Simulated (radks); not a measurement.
Problem. These are the eigenvalues of the occupied orbitals of an atom or ion with whole-number occupations (hartree). All-electron calculation, scalar-relativistic Kohn-Sham, BLYP, spin-unpolarised, spherical densities, finite nucleus; Fermi nuclear charge, rms radius of each element as measured or else 0.836 A^(1/3) + 0.57 fm. Program: a radial shooting solver on a logarithmic mesh with Libxc functionals.

| orbital | eigenvalue |
|---|---|
| 1s | -2633.590 |
| 2s | -457.2518 |
| 2p | -399.2496 |
| 3s | -106.4137 |
| 3p | -89.30347 |
| 3d | -69.87358 |
| 4s | -22.77175 |
| 4p | -17.15745 |
| 4d | -10.10600 |
| 5s | -3.85342 |
| 5p | -2.44121 |
| 4f | -2.27899 |
| 5d | -0.86314 |
| 6s | -0.78395 |

Which element is it, and in what charge state? The configuration may be excited.

Solution. Z = 75, rhenium, charge +2: Re2+ in [Xe] 4f14 5d4 6s1. The list shows which subshells hold electrons but not how many an open one holds; the 1s level, -2633.6 hartree, gives Z - s = 72.6 by -(Z - s)^2/2, which with screening and relativity narrows Z to a few neighbours, and the depths of the outer levels then fix element, charge and occupations together.
